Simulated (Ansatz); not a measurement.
`C=C[Si](O)(O)O[SiH3]` + `C[O][GeH2][CH3]` → `C[O][GeH]([CH3])[SiH3]` + `C=C[Si](O)(O)O`  (formal exchange of groups at the Si–O bond)

Gas-phase electronic energies from Ansatz, PBE0-D4/def2-TZVP geometries. CBS: MP2 limit from def2 TZ/QZ plus the TZ coupled-cluster correction, frozen cores. DFT in def2-TZVPP. B3LYP here is the variant with VWN-RPA as its local correlation; programs differ in this. For Ge outer-core shells are correlated without core-valence functions, which leaves a few kJ/mol of doubt a bond. Scalar relativity is left out up to krypton. Each species was taken in one conformer, which may not be the lowest.

| level | ΔE (kJ/mol) | difference from CCSD(T)/CBS |
| --- | --- | --- |
| PBE-D4 | 65.7 | -24.2 |
| r2SCAN-D4 | 83.7 | -6.2 |
| PBE0-D4 | 74.9 | -15.0 |
| B3LYP-D4 | 89.8 | -0.1 |
| ωB97X-V | 90.0 | 0.1 |
| ωB97M-V | 90.9 | 1.0 |
| B2PLYP | 93.9 | 4.0 |
| PBE | 66.1 | -23.8 |
| r2SCAN | 83.7 | -6.2 |
| PBE0 | 75.3 | -14.6 |
| B3LYP | 90.7 | 0.8 |
| HF/def2-TZVPP | 119.6 | 29.7 |
| MP2/def2-TZVPP | 94.4 | 4.5 |
| SCS-MP2/def2-TZVPP | 100.3 | 10.4 |
| CCSD/def2-TZVPP | 93.7 | 3.8 |
| CCSD(T)/def2-TZVPP | 89.6 | -0.3 |
| HF/def2-QZVPP | 122.9 | 33.0 |
| MP2/def2-QZVPP | 95.7 | 5.8 |
| SCS-MP2/def2-QZVPP | 101.8 | 11.9 |
| HF/CBS(def2) | 123.3 | 33.4 |
| MP2/CBS(def2) | 94.7 | 4.8 |
| CCSD/CBS(def2) | 94.0 | 4.1 |
| CCSD(T)/CBS | 89.9 | 0 |

Largest T1 diagnostic among the species: 0.012.

From PBE to PBE0 (25 % exact exchange), in def2-TZVPP and without D4, ΔE moves by +9.2 kJ/mol. In def2-TZVPP, CCSD(T) changes the Hartree–Fock value by −30.0 kJ/mol (the triples alone add −4.1 kJ/mol) and MP2 by −25.2 kJ/mol.
